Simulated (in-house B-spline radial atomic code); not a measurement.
Values are calculated unless marked as measured or tabulated.
## Correlation energy from the adiabatic connection: ω²r²/2 − Z/r, ω = 0.0381, Z = 2

Two electrons in a singlet, external potential ω²r²/2 − Z/r, ω = 0.0381, Z = 2 (atomic units). Full CI in B-splines (partial waves to l = 8, correlation up to 0.6 % small) with the density held fixed gives W(λ) = <V_ee>_λ − U, and E_c is the integral of W(λ) − W(0) from 0 to 1.

```csv
λ,W(λ) − W(0) (hartree)
0,0.00000
0.02,-0.00192
0.05,-0.00477
0.12,-0.01128
0.25,-0.02284
0.4,-0.03540
0.6,-0.05097
0.8,-0.06533
1,-0.07860
```

Integrate the table by the trapezoid rule.

The strips give -0.00002, -0.00010, -0.00056, -0.00222, -0.00437, -0.00864, -0.01163, -0.01439, which sum to -0.04193 hartree. The direct value, W(1) − W(0) + T_c with T_c = 0.03660, is -0.04200; the curve is convex, so chords lie above it and the trapezoids fall short in size by 0.18 %.

Now use only three numbers: W(0) = -1.0255, the initial slope W'(0) = -0.09652 (extrapolated from the first points) and the strong-coupling limit of the point-charge-plus-continuum model, W∞ = -1.4631. What do second-order theory and the interpolation W(λ) = W∞ + (W(0) − W∞)/√(1 + 2χλ) of Seidl, Perdew and Levy give?

Second order keeps the slope alone: E_c = W'(0)/2 = -0.04826, +15 % in size against -0.04200. Matching the slope fixes χ = W'(0)/(W∞ − W(0)) = -0.09652/(-0.43760) = 0.22057. Integrating, with s = √(1 + 2χ) = 1.200472, E_c = −(W(0) − W∞)(s − 1)/(s + 1) = −0.43760 × 0.200472/2.200472 = -0.03987 hartree, -5.1 % in size against the full result. At λ = 1 the formula gives W − W(0) = -0.07308 against -0.07860. Part of the miss can come from the model's W∞.
